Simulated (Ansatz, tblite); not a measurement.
Cost and result up the ladder for C8H16N2O (relaxed from a model of 1-butyl-3-methylimidazolium hydroxide, whose bonding it doesn't keep) (27 atoms). Total charge 0; singlet. Geometry: PBE-D4/def2-SVP.

Cartesian coordinates in Å:
```
C 2.157 3.117 -0.590
C 1.222 2.222 0.223
C 1.882 0.911 0.662
C 0.972 -0.041 1.451
N -0.150 -0.567 0.682
C -1.359 0.102 0.494
C -2.248 -0.813 -0.274
N -1.232 -1.722 -0.841
C -1.630 -2.882 -1.601
C -0.076 -1.659 -0.089
H 3.070 3.387 -0.016
H 1.660 4.063 -0.888
H 2.491 2.611 -1.521
H 0.868 2.768 1.128
H 0.304 1.983 -0.357
H 2.272 0.369 -0.229
H 2.768 1.129 1.301
H 1.556 -0.908 1.822
H 0.552 0.472 2.341
H -1.697 0.824 1.247
H -2.859 -0.372 -1.098
H -0.736 -3.371 -2.041
H -2.295 -2.568 -2.432
H -2.186 -3.628 -0.989
H 0.826 -2.254 -0.260
O -3.267 -1.513 0.497
H -2.865 -1.660 1.377
```

Ansatz on 4 threads of AMD EPYC 7R43 on a shared host; xTB runs through tblite on one thread. Times are rough, summed over both states, and most runs start from the orbitals of an earlier one. PBE0-D4/def2-TZVP serves as the yardstick here, not as an exact answer. The other state is a triplet.

The xTB rows come from tblite.

xTB has no spin-polarisation term.

```csv
level,functions,vertical triplet (eV),difference from PBE0-D4/def2-TZVP (eV)
PBE0-D4/def2-TZVP (with forces),437,1.68,0.00
GFN1-xTB,76,2.37,0.69
PBE-D4/def2-TZVP (with forces),437,1.96,0.28
GFN2-xTB,60,2.47,0.79
```

(1) Estimate how long each takes.

Results:

(1) GFN2-xTB 0.028 s; GFN1-xTB 0.049 s; PBE-D4/def2-TZVP (with forces) 23 s; PBE0-D4/def2-TZVP (with forces) 53 s. On shared hardware such times vary by a factor of up to 3.
